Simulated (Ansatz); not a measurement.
## A family of molecules: the HOMO–LUMO gap

One atom is swapped for its congeners: LiSH `[Li][SH]`; NaSH `[Na][SH]`; KSH `[SH][K]`. All are singlets with charge 0.

Shapes, held fixed at every level: PBE0-D4/def2-TZVP. Programs: Ansatz 0.2.0. Values in eV.

| level | LiSH | KSH |
| --- | --- | --- |
| SPW92/def2-TZVPP | 2.89 | 1.97 |
| PBE-D4/def2-TZVPP | 2.68 | 1.80 |
| r2SCAN-D4/def2-TZVPP | 3.67 | 2.59 |
| B3LYP-D4/def2-TZVPP | 3.80 | 2.87 |
| BHLYP-D4/def2-TZVPP | 5.55 | 4.56 |
| r2SCAN0-D4/def2-TZVPP | 4.94 | 3.86 |
| wB97X-V/def2-TZVPP | 7.79 | 6.72 |

Problem. Estimate the column for NaSH from its neighbours.

Solution. The mean of the neighbours at wB97X-V/def2-TZVPP is 7.25 eV, against 7.05 from the run: the member lies nearer K. All rows: SPW92/def2-TZVPP 2.12; PBE-D4/def2-TZVPP 1.98; r2SCAN-D4/def2-TZVPP 2.71; B3LYP-D4/def2-TZVPP 3.08; BHLYP-D4/def2-TZVPP 4.84; r2SCAN0-D4/def2-TZVPP 4.05; wB97X-V/def2-TZVPP 7.05 eV. At wB97X-V/def2-TZVPP the HOMO–LUMO gap falls at every step, from 7.79 to 6.72 eV. Every level shows the same order. Orbital gaps aren't excitation energies, and the LUMO depends on the basis.
